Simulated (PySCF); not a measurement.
Nb(Cl)4(Me) (CH3Cl4Nb), SMILES [Cl][Nb]([Cl])([CH3])([Cl])[Cl], multiplicity 1.

The structure is a stationary point at B3LYP-D3(BJ)/def2-SVP. The spin state was assumed, not searched. The structure was generated by enumeration; whether it is a known compound was not checked. The def2 effective core potentials stand for the cores of Nb; spin–orbit coupling is left out.

Two levels are set side by side: PBE/def2-TZVP (PySCF) and ωB97X/def2-TZVP (PySCF). Same geometry, gas phase. Differences are taken from unrounded values.

| quantity | ωB97X |
|---|---|
| orbital gap (eV) | 9.26 |
| highest occupied level (eV) | -11.26 |
| lowest empty level (eV) | -2.00 |
| dipole moment (D) | 1.52 |
| mean polarisability (bohr³) | 110.5 |

Problem. What does PBE give, and how far is it from ωB97X? (The exact figures need the calculation; the answer reports its results.)

Solution. 
```tsv
quantity	PBE	PBE minus ωB97X
orbital gap (eV)	2.91	-6.35
highest occupied level (eV)	-7.53	3.73
lowest empty level (eV)	-4.62	-2.62
dipole moment (D)	1.21	-0.31
mean polarisability (bohr³)	117.2	6.7
```

PBE's occupied levels lie high since its potential decays too fast outside the molecule; exact exchange lowers them and widens the gap. PBE's more diffuse valence density responds more strongly to a field. Differences between two approximate levels are no errors against the true value.

Rough cost on one machine, each run with all the roots and properties that it gave: ωB97X against PBE within a factor of 2.
